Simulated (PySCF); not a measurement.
# Cobalt: a sound run and one with changed settings

Sound run: Co [Ar] 3d7 4s2, Co⁺ [Ar] 3d8. Computed with PySCF 2.14 in x2c-SVPall (5s3p3d1f, 36 functions), with the spin-free X2C one-electron Hamiltonian (Gaussian nucleus). In the sound run the correlated levels freeze [Ar]. The sound run starts from symmetry-adapted Hartree-Fock orbitals and uses a fine grid where one is needed.

Changed run: basis STO-3G, all-electron and non-relativistic. This setting is unsound on purpose.

```tsv
species	method	sound run (hartree)	changed run (hartree)	converged
Co	UHF	-1391.64018	-1366.07035	yes
Co	TPSS	-1393.03138	-1367.11323	yes
Co	r2SCAN	-1392.97426	-1367.12479	yes
Co	MP2	-1391.78931	-1366.09132	yes
Co⁺	UHF	-1391.33719	-1364.93075	yes
Co⁺	TPSS	-1392.75400	-1365.98810	yes
Co⁺	r2SCAN	-1392.68886	-1366.01987	yes
Co⁺	MP2	-1391.52574	-1364.92939	yes
```

Ionisation energy of Co:

| method | sound run (eV) | changed run (eV) |
| --- | --- | --- |
| UHF | 8.245 | 31.010 |
| TPSS | 7.548 | 30.616 |
| r2SCAN | 7.766 | 30.066 |
| MP2 | 7.172 | 31.618 |
| SCS-MP2 | 7.354 | 31.726 |

A minimal basis cannot let orbitals breathe on ionisation and holds almost no correlation. The Hamiltonian changed with the basis, so the totals do not compare. A negative ionisation energy or a positive MP2 energy shows that the occupation asked for is not the lowest one in this basis.

For comparison, NIST gives 7.881 eV between the lowest levels.
